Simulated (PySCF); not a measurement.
C4H5N3Si.
Atom-mapped SMILES: `[CH:1]#[C:2][c:3]1[cH:4][n:5][n:6]([SiH3:7])[n:8]1`

Probes without a nucleus sit at each ring's centroid and 1 Å off its mean plane on both sides; NICS is minus the shielding there, NICSzz its component along the normal. Level: GIAO PBE0/pcSseg-1 (PySCF, non-relativistic, gas phase) on the GFN2-xTB geometry, one conformer.

Ring bond lengths (Å), with Mayer bond orders in brackets: C3–C4 1.417 (1.27), C4–N5 1.314 (1.57), N5–N6 1.326 (1.19), N6–N8 1.320 (1.23), N8–C3 1.327 (1.44).

Question: What do the NICS probes read (ppm)?

Answer: 
```
          ring                                                 type  NICS(0)  NICS(1), two faces  NICS(1)zz, two faces  rms pucker (Å)  centre to ring atoms, mean (Å)
C3–C4–N5–N6–N8  5-membered ring with 3 N; formal bonds all aromatic    -13.4       -13.3 / -13.2         -33.3 / -33.0            0.00                            1.14
```

Question: What can be read from them?

Answer: 
- C3–C4–N5–N6–N8: mean NICS(1)zz -33.2 ppm, shielded, aromatic by this magnetic criterion (flat ring, no four-coordinate atom).

Question: And the bond-length index? HOMA takes Krygowski's 1993 parameters.

Answer: 
- C3–C4–N5–N6–N8: HOMA 0.94; the largest term is that of C3–C4, α(R − Ropt)² = 0.22. The geometric and the magnetic index point the same way.

Question: What field does 11.7 T along the ring normal induce along that normal at the first NICS(1) probe listed for ring C3–C4–N5–N6–N8, 1 Å off the ring?

Answer: NICSzz × B0 = -33.3 ppm × 11.7 T = -390 μT, against the applied field.

Question: List the ring angles and the Hirshfeld charges of the ring atoms.

Answer: 
- C3–C4–N5–N6–N8: C3 107.3° (+0.024 e), C4 107.9° (-0.017 e), N5 105.6° (-0.128 e), N6 113.7° (-0.001 e), N8 105.5° (-0.120 e); sum 540.0° against 540° for a flat convex ring.

Question: How shielded are the nuclei of the rings and their hydrogens (means over atoms taken as equivalent)?

Answer: 
| atoms | environment | σ isotropic (ppm) |
| --- | --- | --- |
| C3 | substituted aromatic carbon | 47.8 |
| C4 | aromatic CH next to a ring nitrogen | 39.7 |
| N5 | pyridine-type nitrogen | -116.9 |
| N6 | pyrrole-type nitrogen | -3.5 |
| N8 | pyridine-type nitrogen | -123.8 |
| H on C4 | aromatic hydrogen | 23.74 |
